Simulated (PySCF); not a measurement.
Species: CH₁₁NSi₃ (charge +1 and doublet state).
Z-matrix (Å and degrees, PBE0-D3(BJ)/def2-SVP geometry), rows numbered from 1:
```
N 
Si  1  1.7038
Si  2  2.5423  1  105.13
C   3  1.8395  2  108.44  1   -62.94
Si  4  1.9310  3  111.82  2  -179.43
H   1  1.0186  2  123.45  3   -85.75
H   1  1.0181  2  123.77  3    88.09
H   2  1.4832  1  112.37  3  -111.48
H   2  1.4839  1  112.20  3   109.59
H   3  1.4913  2   96.35  1   176.19
H   3  1.4874  2  100.96  1    60.51
H   4  1.1029  3  110.64  2   -59.85
H   4  1.1025  3  110.89  2    61.03
H   5  1.4876  4  106.74  3   179.14
H   5  1.4893  4  107.86  3   -60.58
H   5  1.4892  4  108.06  3    58.77
```

The hyperfine couplings belong to this conformer and change with its torsions.

Identity: `[NH2+][SiH2][SiH2]C[SiH3]` [radical] (charge +1).

The calculation used PySCF, UKS B3LYP, IGLO-III on C N Si, pcH-1 on H, non-relativistic, mean-field spin-orbit, GIAO. Isolated species at its PBE0-D3(BJ)/def2-SVP geometry (one conformer only). The SCF solution wasn't tested for stability.

(1) Predict the first-order ENDOR lines of N1, H8/H9, H10/H11, H7, H6, H14/H15/H16 and H12/H13 under fast tumbling at B = 347.1 mT (X band).

(2) Which pairs are centred on the nuclear Larmor frequency, and which on half the coupling?

(3) At what field would the lower line of H14/H15/H16 fall to zero frequency?

Results:

(1) For S = 1/2 in fast tumbling each set of equivalent nuclei gives two lines, ν± = |νn ± a/2| to first order, with νn = g_N μN B/h and μN/h = 7.62259 MHz/T.

```tsv
nuclei	isotope	g_N	νn (MHz)	a_iso (MHz)	lower line (MHz)	upper line (MHz)
N1	14N	0.4038	1.07	13.36	5.61	7.75
H8/H9	1H	5.5857	14.78	88.06	29.25	58.81
H10/H11	1H	5.5857	14.78	44.62	7.53	37.09
H7	1H	5.5857	14.78	-22.08	3.74	25.82
H6	1H	5.5857	14.78	-22.03	3.76	25.79
H14/H15/H16	1H	5.5857	14.78	9.83	9.86	19.70
H12/H13	1H	5.5857	14.78	2.20	13.68	15.88
```

(2) Centred on νn, since |a| < 2νn: H7, H6, H14/H15/H16 and H12/H13. Centred on |a|/2 and split by 2νn: N1, H8/H9 and H10/H11.

(3) Where νn = |a|/2, that is B = 4.92 MHz/(5.5857 × 7.62259 MHz/T) = 115 mT, as far as first order holds there.

Class means assume fast exchange of nuclei equivalent by connectivity; if that motion is slow, each nucleus keeps its own coupling. H6 and H7 aren't averaged: N1 is flat or nearly so (angle sum 360°), and its turn about the short N1–Si2 bond (1.70 Å) is taken as slow. The three 1H nuclei of mean +9.8 MHz run from -1.5 to 31.9 MHz in the frozen geometry. The 1H value of +44.6 MHz is a mean of couplings from 23.5 to 65.7 MHz in this one geometry, not an average over conformers. The 1H value of +88.1 MHz is a mean of couplings from 79.5 to 96.6 MHz in this one geometry, not an average over conformers.
